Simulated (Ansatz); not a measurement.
The first iterations of a band of BCl3H (5 atoms, charge 0, multiplicity 2).

The calculation used UKS revPBE/def2-SVP in Ansatz.

| Quantity | Value |
| --- | --- |
| movable images | 6 |
| climbing image | no |
| spring | 5.0 eV/Å² |
| optimiser | quadratic models (default) |
| start path | through a guess of the saddle point |
| force threshold | 0.03 eV/Å |
| iteration limit | 60 |
| end points | relaxed |

Initial state:

```xyz
5
Properties=species:S:1:pos:R:3
B -0.002 -0.077 0.520
H 0.031 1.191 0.810
Cl 1.552 -0.214 -0.419
Cl -1.557 -0.132 -0.426
Cl -0.024 -0.769 2.205
```

Final state:

```xyz
5
Properties=species:S:1:pos:R:3
B 0.002 0.038 -0.007
H -0.003 -0.053 1.301
Cl 1.549 0.052 -0.795
Cl -1.538 0.133 -0.802
Cl -0.010 -0.169 2.993
```

| iteration | highest image above the first end (eV) | largest band force component (eV/Å) |
| --- | --- | --- |
| 1 | 1.518 | 6.853 |
| 2 | 0.839 | 2.851 |
| 3 | 0.832 | 1.492 |
| 4 | 0.875 | 1.150 |

**Question.** Does the band converge within its limit, and where does its top end?

**Answer.** It converged. It ended after 12 iterations with the highest image 0.724 eV above the first end. The highest image is an end point: on this band no image between the ends rises above it.

Time of the run: 2 min on 2 threads of Arm Neoverse V1, on a shared host, peak memory 0.15 GiB.
